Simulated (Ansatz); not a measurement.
Computed with frozen-core CCSD(T)/aug-cc-pVTZ // B3LYP-D3(BJ)/def2-TZVPD in Ansatz (a first-principles code). The restricted HF reference is unstable towards unrestricted orbitals.

Ansatz 0.2 input:
```yaml
crystal:
  periodic: [false, false, false]
  atoms:
    - { symbol: C, position_ang: [0.96423, 0.727825, 0.637928] }
    - { symbol: C, position_ang: [-0.468489, 0.864048, 0.380205] }
    - { symbol: C, position_ang: [-0.924223, -0.20384, -0.331569] }
    - { symbol: O, position_ang: [0.089877, -1.072897, -0.587062] }
    - { symbol: C, position_ang: [1.221952, -0.456028, 0.027212] }
    - { symbol: H, position_ang: [-1.101392, 1.685945, 0.697978] }
    - { symbol: H, position_ang: [-1.892955, -0.487764, -0.719008] }
    - { symbol: H, position_ang: [2.111001, -1.057288, -0.105685] }
basis:
  gaussian: { orbitals: aug-cc-pVTZ }
correlation:
  method: ccsd_t
total_charge: -1
```

Output:

```
Functional definition: HF
1760 factors; integrals over basis functions are off by at most 7.9e-4 eV
mean field evaluation 1: about -6201.5962 eV, gradient 3.5e1 eV
mean field evaluation 2: about -6201.8074 eV, gradient 3.5e1 eV
mean field evaluation 4: about -6205.5390 eV, gradient 5.5e0 eV
mean field evaluation 8: about -6205.6640 eV, gradient 5.7e-1 eV
mean field evaluation 16: about -6205.6668 eV, gradient 1.6e-6 eV
mean field -6205.66676068 eV, -228.0540471031 hartree, gradient 1.6e-6 eV, S^2 0.000000; 0 other end points of the search recorded, 0 dependent functions left out; unrestricted orbitals would lower it
5 core orbitals not correlated
reference -6205.66676068 eV, -228.0540471031 hartree; 13, 13 occupied and 281, 281 virtual orbitals, 1760 factors
second order -24.48663560 eV of doubles, -0.00000000 eV of singles
cycle   1  -23.78901786 eV  change    7.0e-1 eV  update   1.3e-1
cycle   2  -24.48607817 eV  change   -7.0e-1 eV  update   4.5e-2
cycle   3  -24.65688220 eV  change   -1.7e-1 eV  update   2.4e-2
cycle   4  -24.64089794 eV  change    1.6e-2 eV  update   8.3e-3
cycle   5  -24.63549442 eV  change    5.4e-3 eV  update   4.8e-3
cycle   6  -24.63726936 eV  change   -1.8e-3 eV  update   2.0e-3
cycle   7  -24.63733902 eV  change   -7.0e-5 eV  update   9.9e-4
cycle   8  -24.63662449 eV  change    7.1e-4 eV  update   4.2e-4
cycle   9  -24.63651710 eV  change    1.1e-4 eV  update   1.6e-4
cycle  10  -24.63675942 eV  change   -2.4e-4 eV  update   8.7e-5
cycle  11  -24.63665229 eV  change    1.1e-4 eV  update   4.0e-5
cycle  12  -24.63664076 eV  change    1.2e-5 eV  update   1.7e-5
perturbative correction -1.36476199 eV, -0.0501540782 hartree
Total energy: -6231.66816344 eV, -229.0095810300 hartree
```

Cost: about 18 core-minutes (a rough figure).
